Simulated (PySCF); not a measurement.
A structure optimised at PBE-D3(BJ)/def2-SVP, used in a PySCF frequency run:

```xyz
17

Si     2.1231     0.1778    -0.5933
C      1.0091    -0.8182     0.5836
C      0.0000     0.0000     1.4099
C     -1.0091     0.8182     0.5836
Si    -2.1231    -0.1778    -0.5933
H      2.7915     1.3032     0.1547
H      3.1880    -0.7196    -1.1653
H      1.3510     0.7738    -1.7406
H      1.6853    -1.3780     1.2655
H      0.4897    -1.5944    -0.0220
H     -0.5584    -0.6878     2.0827
H      0.5584     0.6878     2.0827
H     -0.4897     1.5944    -0.0220
H     -1.6853     1.3780     1.2655
H     -3.1880     0.7196    -1.1653
H     -2.7915    -1.3032     0.1547
H     -1.3510    -0.7738    -1.7406
```

Task: Write its SMILES, formula and point group.

Result: [SiH3]CCC[SiH3], C₃H₁₂Si₂, C2

Task: What are its rotational constants (standard atomic weights)?

Result: 4.7622, 1.4124, 1.2728 GHz
